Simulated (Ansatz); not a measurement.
```yaml
crystal:
  periodic: [false, false, false]
  atoms:
    - {symbol: O, position_ang: [-0.197465, 1.524918, -2.415153]}
    - {symbol: Ga, position_ang: [-0.097962, 1.072300, -0.337263]}
    - {symbol: N, position_ang: [0.438480, -0.766001, -0.038530]}
    - {symbol: In, position_ang: [0.359707, -1.665783, 1.651378]}
    - {symbol: H, position_ang: [-0.240488, 2.050973, -2.619480]}
    - {symbol: H, position_ang: [-0.426473, 2.502806, 0.595135]}
    - {symbol: H, position_ang: [0.237406, -1.008889, -1.261828]}
    - {symbol: H, position_ang: [0.425417, -3.232179, 1.719454]}
    - {symbol: H, position_ang: [-0.017518, -0.486038, 2.938882]}
basis:
  gaussian: {orbitals: x2c-TZVPPall}
hamiltonian: {xc: {name: CAM-B3LYP}, dispersion: d3bj}
relax: {f_tol: 0.001, max_steps: 3}
output: {forces: true}
```

```sh
$ ansatz run in.yaml --threads 4 --pin off --events-out ev --progress --plain --max-ram 10444MiB
```

Problem. How does Ansatz answer? (An estimate is asked.)

Solution. Ansatz gave: The calculation stopped without meeting its thresholds.
```
Functional definition: CAM-B3LYP
1656 factors; their error is unknown
418 factors; integrals over basis functions are off by at most 1.9e-6 eV
mean field evaluation 1: about -216527.7938 eV, gradient 1.1e2 eV
mean field evaluation 2: about -216440.5137 eV, gradient 2.0e2 eV
mean field evaluation 4: about -216544.5363 eV, gradient 2.9e1 eV
mean field evaluation 8: about -216546.0393 eV, gradient 1.2e-1 eV
mean field evaluation 16: about -216546.4695 eV, gradient 3.9e-3 eV
mean field -216546.46952011 eV, -7957.9359743950 hartree, gradient 2.8e-5 eV, S^2 0.000000; 0 other end points of the search recorded, 0 dependent functions left out
reference -216546.46966132 eV, -7957.9359795844 hartree; 50, 50 occupied and 190, 190 virtual orbitals, 1656 factors
relax step   1: F+E_penalty+E_count = -216546.61740901 eV  Δ(F+E_penalty+E_count) = +0.000e0 eV  max|allowed force component| = 9.684e1 eV/Å  Δτ_max = 0.0000 Å  (33 SCF iters, accepted)
1656 factors; their error is unknown
418 factors; integrals over basis functions are off by at most 1.9e-6 eV
mean field -216559.40861469 eV, -7958.4114773505 hartree, gradient 1.0e-5 eV, S^2 0.000000; 0 other end points of the search recorded, 0 dependent functions left out
reference -216559.40875967 eV, -7958.4114826786 hartree; 50, 50 occupied and 190, 190 virtual orbitals, 1656 factors
relax step   2: F+E_penalty+E_count = -216559.55636181 eV  Δ(F+E_penalty+E_count) = -1.294e1 eV  max|allowed force component| = 6.581e0 eV/Å  Δτ_max = 0.1934 Å  (41 SCF iters, accepted)
1656 factors; their error is unknown
418 factors; integrals over basis functions are off by at most 1.7e-6 eV
mean field -216561.05207949 eV, -7958.4718735680 hartree, gradient 2.6e-5 eV, S^2 0.000000; 0 other end points of the search recorded, 0 dependent functions left out
reference -216561.05222308 eV, -7958.4718788448 hartree; 50, 50 occupied and 190, 190 virtual orbitals, 1656 factors
relax step   3: F+E_penalty+E_count = -216561.20174657 eV  Δ(F+E_penalty+E_count) = -1.645e0 eV  max|allowed force component| = 2.943e0 eV/Å  Δτ_max = 0.1920 Å  (40 SCF iters, accepted)
Error: geometry relaxation did not converge after 3 steps: max|allowed force component| = 2.94e0 eV/Å (threshold 1.0e-3). Raise `relax.max_steps` over both its present limit and 3, loosen `relax.f_tol`, or start from a geometry closer to equilibrium. Where this run's directory can be resumed (`checkpoint.write`), a resume goes on for up to `relax.max_steps` more
```
